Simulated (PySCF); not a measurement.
P: excitation energy

P [Ne] 3s2 3p3 (4S) → P [Ne] 3s2 3p2 3d1 (high-spin determinant), as a difference of total energies. All numbers are calculated (PySCF 2.14, scalar relativity by spin-free X2C-1e, in aug-cc-pVTZ-DK (6s5p3d2f, 50 functions)). Correlated levels: valence: [Ne] frozen. The calculations carry no spin-orbit coupling.

| method | excitation energy (eV) |
| --- | --- |
| UHF | 9.386 |
| LDA | 8.909 |
| PBE | 8.828 |
| PBE0 | 9.066 |
| r2SCAN | 9.264 |
| BHandHLYP | 9.164 |
| PBEsol | 8.856 |
| B97-3 | 9.043 |
| wB97M-V | 9.130 |
| MP2 (valence) | 9.455 |
| SCS-MP2 (valence) | 9.394 |

Q: How much does correlation contribute at MP2 (valence)?

A: 9.455 − (9.386) = 0.069 eV, measured against UHF.

A first-order spin-orbit estimate (lowest level to lowest level, LS coupling) adds -0.022 eV.

The promoted electron is Rydberg-like, and one or two diffuse shells describe it only roughly, which tends to raise the upper state.

In the upper state the promoted electron has a positive orbital energy at LDA, PBE, PBE0, r2SCAN, BHandHLYP, PBEsol, B97-3, so the basis confines it.

The determinant of the upper state mixes LS terms, which raises its energy above the lowest term, most at the Hartree-Fock and MP2 levels.
